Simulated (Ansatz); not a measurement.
Al₅Sb₄H₁₆⁻, a cluster cut from zinc blende AlSb (hydrogen-capped). The state is a triplet with charge -1. Geometry PBE-D4/def2-SVP, that of the charge -1 singlet; atoms count from 1.

```csv
atom,x (Å),y (Å),z (Å)
Sb1,1.064,0.031,2.140
Sb2,-2.678,-0.579,0.553
Sb3,0.649,2.469,-1.108
Sb4,0.613,-1.578,-1.687
Al5,1.664,2.566,1.434
Al6,-1.473,-0.300,2.997
Al7,2.089,-1.942,0.570
Al8,-2.004,-2.217,-1.536
Al9,1.117,0.659,-3.111
H10,1.948,-0.137,3.611
H11,-2.846,1.003,-0.097
H12,-4.364,-0.790,0.842
H13,0.761,4.050,-1.786
H14,-1.061,2.523,-0.925
H15,1.206,-2.801,-2.748
H16,0.819,3.665,2.254
H17,3.250,2.768,1.229
H18,-2.081,1.020,3.694
H19,-1.675,-1.738,3.699
H20,1.712,-3.370,1.215
H21,3.631,-1.599,0.244
H22,-2.215,-3.705,-0.950
H23,-2.846,-1.741,-2.825
H24,2.688,0.816,-3.438
H25,0.030,0.926,-4.270
```

In the def2 sets Sb takes a core potential; there is no spin–orbit coupling. At PBE0-D4/def2-SVP a singlet of charge -1 lies 4.16 eV below the triplet at the same geometry.

Q: Estimate the Mulliken populations from the PBE0/def2-SVP orbitals of Ansatz.

A: 
```
atom  charge (e)  spin (α − β)
 Sb1       -0.33          0.53
 Sb2       -0.14          0.11
 Sb3       -0.15          0.11
 Sb4       -0.33          0.52
 Al5        0.38         -0.01
 Al6        0.38         -0.02
 Al7        0.39          0.13
 Al8        0.38         -0.02
 Al9        0.38         -0.01
 H10       -0.11          0.18
 H11       -0.03          0.00
 H12       -0.09          0.09
 H13       -0.09          0.10
 H14       -0.03          0.00
 H15       -0.11          0.18
 H16       -0.15          0.03
 H17       -0.16          0.00
 H18       -0.15          0.03
 H19       -0.16          0.00
 H20       -0.14         -0.01
 H21       -0.14         -0.01
 H22       -0.16          0.00
 H23       -0.15          0.03
 H24       -0.16          0.00
 H25       -0.15          0.03
```
Mulliken values depend strongly on the basis.

Q: Where does the spin sit?

A: Summed by element: Sb 1.27, Al 0.07, H 0.66, of 2 unpaired in all. Largest on single atoms: Sb1 0.53, Sb4 0.52, H10 0.18.

Q: And the Mayer bond orders between heavy atoms (over 0.3)?

A: Sb1–Al5 0.64 (2.70 Å); Sb1–Al6 0.66 (2.70 Å); Sb1–Al7 0.57 (2.72 Å); Sb2–Al6 0.64 (2.74 Å); Sb2–Al8 0.64 (2.74 Å); Sb3–Al5 0.64 (2.74 Å); Sb3–Al9 0.64 (2.74 Å); Sb4–Al7 0.57 (2.72 Å); Sb4–Al8 0.66 (2.70 Å); Sb4–Al9 0.64 (2.70 Å).
